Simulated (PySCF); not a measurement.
# Electric field gradients and quadrupole coupling constants

Species: cyclo-(AsH)3.
Structure used (PBE0-D3(BJ)/def2-SVP), in Å, numbered top down from 1:
```xyz
6
As3H3 angstrom
As    -0.2004    1.4252    0.1391
As     0.8974   -0.4327   -1.0058
As    -1.1428   -0.8461    0.2693
H      0.6910    1.2508    1.3672
H      0.0869   -0.1638   -2.2746
H     -0.3321   -1.2334    1.5047
```

Field gradients from the PBE0/pcSseg-1 density (PySCF, non-relativistic), principal values in atomic units, ordered |Vxx| ≤ |Vyy| ≤ |Vzz|:

```json
{"atom": "As1", "Vxx": "0.1697", "Vyy": "1.4845", "Vzz": "-1.6543"}
{"atom": "As2", "Vxx": "0.2006", "Vyy": "1.3273", "Vzz": "-1.5278"}
{"atom": "As3", "Vxx": "0.1713", "Vyy": "1.4775", "Vzz": "-1.6489"}
```

Problem. Find the asymmetry η = (Vxx − Vyy)/Vzz and the couplings χ = eQV/h (234.96 MHz × Q in barn × V in au), with Q(75As) = 0.314 b.

Solution. 
```tsv
atom	environment	nucleus	η	χzz (MHz)	χxx (MHz)	χyy (MHz)
As1	arsenic bonded to 2 As and H	75As	0.79	-122.1	12.5	109.5
As2	arsenic bonded to 2 As and H	75As	0.74	-112.7	14.8	97.9
As3	arsenic bonded to 2 As and H	75As	0.79	-121.7	12.6	109.0
```

Problem. What is Vzz at As1 in SI units (1 au = 9.71736 × 10²¹ V/m²)?

Solution. -1.6543 au = -16.075 × 10²¹ V/m².

Isolated species at its PBE0-D3(BJ)/def2-SVP geometry (one conformer only). The calculation is non-relativistic, for arsenic too. These gradients aren't converged with respect to the basis.

These values come from a run that also computed NMR shieldings. On an x86-64 server with one thread, shared host, this took 19 s wall.
